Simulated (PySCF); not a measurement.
# Atomic charges by several schemes

Species: C4H9BO3.
Z-matrix (Å and degrees, PBE0-D3(BJ)/def2-SVP geometry), rows numbered from 1:
```
C 
O   1  1.4032
C   2  1.3853  1  114.50
C   3  1.5164  2  107.77  1   176.01
C   4  1.5154  3  109.13  2    66.78
O   5  1.4147  4  111.21  3    53.29
B   6  1.3538  5  120.18  4   -27.25
O   7  1.3678  6  123.05  5     0.70
H   1  1.1071  2  111.29  3   -58.39
H   1  1.1023  2  111.77  3    62.92
H   1  1.0979  2  107.38  3  -177.35
H   3  1.1077  2  110.09  1    53.96
H   4  1.1013  3  108.87  2  -172.41
H   4  1.0997  3  109.41  2   -54.43
H   5  1.1005  4  111.18  3   173.45
H   5  1.1024  4  109.64  3   -67.15
H   7  1.2053  6  118.71  5   179.68
```

Density: PBE0/pcSseg-1 (PySCF); schemes: Mulliken, IAO, Hirshfeld and ESP-fitted. The structure is a single PBE0-D3(BJ)/def2-SVP conformer in the gas phase; no vibrational or solvent corrections.

Problem. What partial charge does each atom carry?

Solution. In e:

```
atom                     environment  Mulliken     IAO  Hirshfeld  ESP-fitted
  C1                  methoxy carbon    -0.039  -0.202     -0.041      -0.155
  O2                    ether oxygen    -0.500  -0.391     -0.134      -0.314
  C3  sp3 carbon bearing two oxygens    +0.290  +0.271     +0.114      +0.556
  C4                 ring CH2 carbon    -0.261  -0.294     -0.084      -0.619
  C5      sp3 carbon bound to oxygen    +0.081  -0.052     +0.010      +0.521
  O6              boron-bound oxygen    -0.501  -0.396     -0.179      -0.630
  B7          three-coordinate boron    +0.500  +0.354     +0.206      +0.784
  O8              boron-bound oxygen    -0.513  -0.424     -0.184      -0.625
  H9                 methyl hydrogen    +0.089  +0.120     +0.038      +0.070
 H10                 methyl hydrogen    +0.116  +0.138     +0.037      +0.116
 H11                 methyl hydrogen    +0.125  +0.157     +0.051      +0.117
 H12                methine hydrogen    +0.109  +0.125     +0.037      +0.047
 H13              methylene hydrogen    +0.138  +0.144     +0.047      +0.186
 H14              methylene hydrogen    +0.143  +0.158     +0.053      +0.135
 H15              methylene hydrogen    +0.127  +0.150     +0.049      +0.004
 H16              methylene hydrogen    +0.129  +0.147     +0.041      -0.021
 H17                    B–H hydrogen    -0.033  -0.004     -0.062      -0.174
```

Mean size of the charges over all atoms: ESP-fitted 0.299 e, Mulliken 0.217 e, IAO 0.207 e, Hirshfeld 0.080 e. Each set sums to the total charge, 0, to within 0.001 e. The ESP scheme fits charges at the nuclei, held to the total charge, to the electrostatic potential on points at 1.4 to 2.0 times the van der Waals radii.

Lowest charge. The schemes don't all agree: Mulliken O8 (-0.513); IAO O8 (-0.424); Hirshfeld O8 (-0.184); ESP-fitted O6 (-0.630).

Highest charge. All schemes agree: Mulliken B7 (+0.500); IAO B7 (+0.354); Hirshfeld B7 (+0.206); ESP-fitted B7 (+0.784).

Problem. Sum the charges by element, for elements with more than one atom.

Solution. 
| element | atoms | Mulliken | IAO | Hirshfeld | ESP-fitted |
| --- | --- | --- | --- | --- | --- |
| C | 4 | +0.070 | -0.277 | -0.001 | +0.304 |
| O | 3 | -1.514 | -1.211 | -0.497 | -1.569 |
| H | 9 | +0.944 | +1.134 | +0.292 | +0.481 |

Problem. How many electrons does the ESP-fitted scheme count on C1?

Solution. Z − q = 6 − (-0.155) = 6.155.

Problem. How closely do the schemes follow one another over all atoms?

Solution. Correlation coefficient and root-mean-square difference: Mulliken with Hirshfeld 0.98, 0.180 e; Mulliken with IAO 0.96, 0.078 e; IAO with Hirshfeld 0.96, 0.148 e; Hirshfeld with ESP-fitted 0.91, 0.305 e; Mulliken with ESP-fitted 0.89, 0.190 e; IAO with ESP-fitted 0.84, 0.230 e.
